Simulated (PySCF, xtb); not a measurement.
CH6O3Si, SMILES C[Si](O)(O)O.

GFN2-xTB (xtb) at its own geometry gives an orbital gap of 8.60 eV and a dipole moment of 0.91 D.

Geometry: B3LYP-D3(BJ)/def2-SVP. A frequency run showed that this geometry is not a minimum. Other conformers were not sampled.

**Question.** What does PBE/def2-TZVP in PySCF give? (The exact figures need the calculation; the answer reports its results.)

**Answer.** gap 6.70 eV (levels -7.00 and -0.29 eV), dipole 1.34 D.
